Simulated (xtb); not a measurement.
xtb input:

```bash
xtb mol.xyz --gfn 2 --ohess tight --chrg 0 --uhf 0
```
mol.xyz:
```
2

In    -0.70557190    -0.65743363    -0.69043816
Cl     0.72613818     0.68782059     0.72687882
```

Question: Predict the final energy.

Answer: -5.86701 Eh (GFN2-xTB).
